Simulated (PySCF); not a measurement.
PySCF input (TPSSh/def2-TZVPD):

```python
from pyscf import gto, scf, dft

mol = gto.M(
    atom='''
    Si    0.12532692    0.14680568   -0.00494753
    O     1.36313914   -0.53069539   -0.76119061
    O     0.31896332    0.43884242    1.55720159
    O    -0.70698723    1.23408528   -0.83450562
    N    -1.09204534   -1.27920213    0.04311069
    H     1.79918746   -0.17461887   -1.54141117
    H     1.16535864    0.48623783    2.01221959
    H    -0.87224724    2.13926204   -0.55340614
    H    -0.63083319   -2.15567860    0.29695223
    H    -1.83401384   -1.11404245    0.72690026
    H    -1.53863306   -1.41988303   -0.86580704
    ''',
    basis='def2-tzvpd',
    charge=1,
    spin=0,
    verbose=4,
)

mf = dft.RKS(mol, xc='tpssh').density_fit(auxbasis='def2-universal-jkfit')
mf.grids.level = 3
mf.conv_tol = 1e-9
mf.max_cycle = 100
mf.max_memory = 1500
mf.kernel()
if not mf.converged:
    mf = mf.newton()
    mf.kernel(mf.make_rdm1())
mf.analyze()
```

End of the output:

```
Extra cycle  E= -573.629866182584  delta_E= 3.87e-12  |g|= 8.67e-06  |ddm|= 9.74e-06
converged SCF energy = -573.629866182584
**** SCF Summaries ****
Total Energy =                        -573.629866182584237
Nuclear Repulsion Energy =             278.013032196178301
One-electron Energy =                -1333.780502629844477
Two-electron Energy =                  482.137604251081996
Two-electron Coulomb Energy =          538.003780364582553
DFT Exchange-Correlation Energy =      -55.866176113500558
HOMO-LUMO gap [eV] =                     8.297441303801419
**** MO energy ****
MO #1   energy= -66.2347332970718  occ= 2
MO #2   energy= -19.2470127451219  occ= 2
MO #3   energy= -19.2470112983158  occ= 2
MO #4   energy= -19.2470034940793  occ= 2
MO #5   energy= -14.531875476199   occ= 2
MO #6   energy= -5.45738581639473  occ= 2
MO #7   energy= -3.80666317066113  occ= 2
MO #8   energy= -3.80441097589045  occ= 2
MO #9   energy= -3.80441035736092  occ= 2
MO #10  energy= -1.20019904759504  occ= 2
MO #11  energy= -1.16923709807245  occ= 2
MO #12  energy= -1.16923233697661  occ= 2
MO #13  energy= -1.13319577032843  occ= 2
MO #14  energy= -0.77402610055488  occ= 2
MO #15  energy= -0.739163908061067 occ= 2
MO #16  energy= -0.739162230438273 occ= 2
MO #17  energy= -0.698647561508949 occ= 2
MO #18  energy= -0.698643491176402 occ= 2
MO #19  energy= -0.642515236913276 occ= 2
MO #20  energy= -0.564189045885395 occ= 2
MO #21  energy= -0.546198421266513 occ= 2
MO #22  energy= -0.546194330368724 occ= 2
MO #23  energy= -0.507642768819178 occ= 2
MO #24  energy= -0.50763895913003  occ= 2
MO #25  energy= -0.496489290911153 occ= 2
MO #26  energy= -0.191563944671792 occ= 0
MO #27  energy= -0.146926419439713 occ= 0
MO #28  energy= -0.126283500415611 occ= 0
MO #29  energy= -0.126281986811537 occ= 0
MO #30  energy= -0.109095179525771 occ= 0
MO #31  energy= -0.10909331824515  occ= 0
MO #32  energy= -0.0847092541929533 occ= 0
MO #33  energy= -0.0692219098783196 occ= 0
MO #34  energy= -0.0692153637641293 occ= 0
MO #35  energy= -0.0669102346498931 occ= 0
MO #36  energy= -0.0536367905771674 occ= 0
MO #37  energy= -0.0536339015325955 occ= 0
MO #38  energy= -0.0431610596972612 occ= 0
MO #39  energy= -0.0266683163758909 occ= 0
MO #40  energy= -0.0266659785687924 occ= 0
MO #41  energy= -0.0261561354818579 occ= 0
MO #42  energy= 0.00444814837347115 occ= 0
MO #43  energy= 0.0044490402705056 occ= 0
MO #44  energy= 0.00545930139934936 occ= 0
MO #45  energy= 0.012576388161097  occ= 0
MO #46  energy= 0.0378750000528713 occ= 0
MO #47  energy= 0.0408454635366386 occ= 0
MO #48  energy= 0.0408484548375326 occ= 0
MO #49  energy= 0.064166161474055  occ= 0
MO #50  energy= 0.0698104021661899 occ= 0
MO #51  energy= 0.0698119002129882 occ= 0
MO #52  energy= 0.0956959217426358 occ= 0
MO #53  energy= 0.097196879530262  occ= 0
MO #54  energy= 0.0972016230188568 occ= 0
MO #55  energy= 0.116273028874044  occ= 0
MO #56  energy= 0.116275782853281  occ= 0
MO #57  energy= 0.124825399126437  occ= 0
MO #58  energy= 0.124828415817569  occ= 0
MO #59  energy= 0.126956616936645  occ= 0
MO #60  energy= 0.154363704572191  occ= 0
MO #61  energy= 0.154367440152225  occ= 0
MO #62  energy= 0.159065130091915  occ= 0
MO #63  energy= 0.163626250144442  occ= 0
MO #64  energy= 0.168263431579579  occ= 0
MO #65  energy= 0.168269134364316  occ= 0
MO #66  energy= 0.189185076156924  occ= 0
MO #67  energy= 0.194676819689917  occ= 0
MO #68  energy= 0.194678930893564  occ= 0
MO #69  energy= 0.197844131436776  occ= 0
MO #70  energy= 0.223058525172378  occ= 0
MO #71  energy= 0.223063726830567  occ= 0
MO #72  energy= 0.23718383381787   occ= 0
MO #73  energy= 0.237188455486987  occ= 0
MO #74  energy= 0.238289526657471  occ= 0
MO #75  energy= 0.252320496349864  occ= 0
MO #76  energy= 0.264411130075826  occ= 0
MO #77  energy= 0.292073991369283  occ= 0
MO #78  energy= 0.292075184677882  occ= 0
MO #79  energy= 0.304913944434429  occ= 0
MO #80  energy= 0.30491858706878   occ= 0
MO #81  energy= 0.30685703214963   occ= 0
MO #82  energy= 0.343603975907707  occ= 0
MO #83  energy= 0.343606808288548  occ= 0
MO #84  energy= 0.345427831472841  occ= 0
MO #85  energy= 0.369657172397201  occ= 0
MO #86  energy= 0.369663856830787  occ= 0
MO #87  energy= 0.382005725020065  occ= 0
MO #88  energy= 0.417378975207935  occ= 0
MO #89  energy= 0.417384003229621  occ= 0
MO #90  energy= 0.456077520789497  occ= 0
MO #91  energy= 0.473812164061061  occ= 0
MO #92  energy= 0.47381415971881   occ= 0
MO #93  energy= 0.484480010137009  occ= 0
MO #94  energy= 0.517103856761481  occ= 0
MO #95  energy= 0.517106827114432  occ= 0
MO #96  energy= 0.517327054338336  occ= 0
MO #97  energy= 0.523632104210223  occ= 0
MO #98  energy= 0.523635264495168  occ= 0
MO #99  energy= 0.536933384306041  occ= 0
MO #100 energy= 0.551826815767513  occ= 0
MO #101 energy= 0.551828907605739  occ= 0
MO #102 energy= 0.596573807809195  occ= 0
MO #103 energy= 0.596589759318859  occ= 0
MO #104 energy= 0.610674487340452  occ= 0
MO #105 energy= 0.622773840125012  occ= 0
MO #106 energy= 0.637147964528608  occ= 0
MO #107 energy= 0.637148769536728  occ= 0
[...]
```

It need not be the lowest isomer of its formula.
